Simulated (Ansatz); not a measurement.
The cluster Ge₂Te₃. Total charge 0; singlet. Geometry B3LYP-D4/def2-SVP, basis def2-TZVP, Ansatz.

```
atom    x (Å)    y (Å)    z (Å)
 Ge1  -2.0246  -0.3464   0.7911
 Ge2   1.2208   1.0266   0.3935
 Te3   1.7116  -0.7636  -1.5344
 Te4   0.4380  -1.6900   0.7546
 Te5  -1.3458   1.7734  -0.4047
```

| run | HOMO (eV) | LUMO (eV) |
| --- | --- | --- |
| A | -7.17 | -2.13 |
| B | -6.84 | -2.30 |
| C | -5.43 | -3.72 |
| D | -6.11 | -3.08 |

In the def2 sets Te takes a core potential; there is no spin–orbit coupling. Another isomer (singlet) lies 0.29 eV lower at PBE0-D4/def2-TZVP; other spin states weren't run for this one.

The runs used BHLYP, CAM-B3LYP, PBE0, r2SCAN. Estimate which is which.

A CAM-B3LYP (range-separated); B BHLYP (50 % exact exchange); C r2SCAN (0 % exact exchange); D PBE0 (25 % exact exchange). Exact exchange lowers occupied and raises empty levels; among semilocal functionals meta-GGAs tend to open the gap a little, and such runs are hard to tell apart. The gap grows from 1.71 eV (r2SCAN) to 5.04 eV (CAM-B3LYP).
